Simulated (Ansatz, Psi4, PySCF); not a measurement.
C4H5 (SMILES [CH]1[C@@H]2C[C@H]12), doublet, at a GFN2-xTB geometry. Base run: MP2/STO-3G run with PySCF.

PySCF was given this input:
```python
from pyscf import gto, scf, mp

mol = gto.Mole()
mol.atom = '''
    C    -0.01104778    1.15299217    0.29268087
    C     0.00606920   -1.07161673    0.36284337
    C     0.77792320    0.05175663   -0.24703001
    C    -0.77530873    0.03948149   -0.25730269
    H    -0.01656875    2.16285392   -0.07926104
    H    -0.00045853   -1.14950133    1.44290558
    H     0.01698984   -2.03272552   -0.13990186
    H     1.48440418    0.00352078   -1.05567554
    H    -1.47018212   -0.01982922   -1.07521641
'''
mol.basis = 'sto-3g'
mol.spin = 1
mol.verbose = 4
mol.build()

mf = scf.UHF(mol)
mf.kernel()

pt = mp.MP2(mf)
pt.kernel()
print('E(MP2) = %.10f' % pt.e_tot)
```

The same geometry, method and basis name were run in Ansatz (a program for electronic structure) and Psi4 and PySCF, at each program's defaults and at the settings that a row names. The base is PySCF at its defaults. Differences at the defaults can come from grids, fitting, cores and function types together.

```tsv
code and settings	ΔE vs base (µEh)	basis functions	E (Eh)	SCF cycles
PySCF, defaults (exact integrals, spherical functions, all electrons correlated)	0.0	25	-152.55576	13
Psi4, defaults (density fitting with its default set, spherical functions, all electrons correlated)	-426	25	-152.55619	15
Ansatz, defaults (factorised integrals, spherical functions, frozen core)	1883	25	-152.55388	-
PySCF, frozen core	1865	25	-152.55390	13
Psi4, exact integrals, spherical functions, frozen core	1865	25	-152.55390	15
Ansatz, high accuracy, frozen core	1865	25	-152.55390	-
```

Open shells are given as the SCF converged; they aren't shown to be the lowest states, and a large step between rows can be another state.
